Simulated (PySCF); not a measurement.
## Spinor energies of Ba⁺ (barium, charge +1)

Start: [Xe] 6s1; 6s1/2 filled at m_j = +1/2. Calculated with PySCF 2.14 in x2c-TZVPall-2c with one added diffuse shell each of s, p, d type (12s12p10d1f, 105 functions): generalised Hartree-Fock with the X2C-1e Hamiltonian and a Gaussian nucleus; spin-orbit coupling (SO) screened by Boettger's factors. This is a chosen level, not necessarily the ground level.

```
spinor shell  electrons  ε, screened SO (eV)  weight of nominal j (screened SO)  rms radius, screened SO (bohr)
       1s1/2          2             -37625.7                              1.000                          0.0292
       2s1/2          2              -6057.7                              1.000                           0.119
       2p1/2          2              -5693.5                              1.000                           0.102
       2p3/2          4              -5308.4                              1.000                           0.108
       3s1/2          2              -1328.4                              1.000                           0.311
       3p1/2          2              -1174.3                              1.000                           0.303
       3p3/2          4              -1097.7                              1.000                           0.315
       3d3/2          4              -829.78                              1.000                           0.287
       3d5/2          6              -813.71                              1.000                           0.290
       4s1/2          2              -284.33                              1.000                           0.715
       4p1/2          2              -225.81                              1.000                           0.744
       4p3/2          4              -209.74                              1.000                           0.770
       4d3/2          4              -111.92                              1.000                           0.856
       4d5/2          6              -109.13                              1.000                           0.867
       5s1/2          2              -48.954                              1.000                            1.76
       5p1/2          2              -31.383                              1.000                            1.98
       5p3/2          4              -29.082                              1.000                            2.07
       6s1/2          1               -9.407                              1.000                            4.79
```

| quantity | screened SO |
| --- | --- |
| E (hartree) | -8133.10701 |
| M_J | 1/2 |
| ⟨J²⟩ | 0.751 |
| ⟨L²⟩ | 0.036 |
| ⟨S²⟩ | 0.787 |

Breit and QED terms are absent; they matter most for the inner s and p1/2 levels.

Densities and radii are taken from the X2C orbitals without a picture-change correction, which distorts them close to the nucleus.
